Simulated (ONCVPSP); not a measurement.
u(r) = r·R(r): atom against pseudo-atom (Fe)

Columns: radius, all-electron u(r) and pseudo u(r) of the 3p shell (level -60.96 eV) of iron in the configuration [Ne] 3s2 3p6 3d6 4s1.5 4p0.5; PBE, scalar-relativistic, ONCV scheme, ONCVPSP 4.0.1.

```csv
r (bohr),all-electron,pseudo
0.062,-0.3419,0.0248
0.125,-0.5977,0.0980
0.188,-0.5280,0.2122
0.250,-0.2592,0.3534
0.312,0.0801,0.5102
0.375,0.4130,0.6711
0.438,0.6921,0.8207
0.500,0.9000,0.9461
0.562,1.0421,1.0430
0.625,1.1265,1.1084
0.688,1.1616,1.1404
0.750,1.1590,1.1421
0.812,1.1296,1.1187
0.875,1.0805,1.0748
0.938,1.0189,1.0166
1.000,0.9513,0.9507
1.062,0.8805,0.8805
1.125,0.8082,0.8081
1.188,0.7374,0.7372
1.250,0.6705,0.6703
1.312,0.6072,0.6071
1.375,0.5472,0.5471
1.438,0.4916,0.4915
1.500,0.4413,0.4412
1.562,0.3954,0.3953
1.625,0.3530,0.3529
```

Task: How many radial nodes do the two functions have?

Result: The all-electron 3p function has n − l − 1 = 1; the pseudo-wave has 0, since the states of the same l below it are removed with the core.

Task: At about which radius was the pseudo-wave matched?

Result: 1.25 bohr. The columns agree to 0.0005 from 1.06 bohr on; several derivatives are matched, so the curves merge somewhat inside the radius.

Task: Where does each function peak?

Result: Outermost all-electron maximum near 0.69 bohr, pseudo maximum near 0.75 bohr (to the table’s step).

Task: Is the pseudo-wave norm-conserving?

Result: Yes: the ONCV scheme keeps the norm inside the radius equal to the all-electron one, which fixes the energy derivative of the logarithmic derivative at the level.
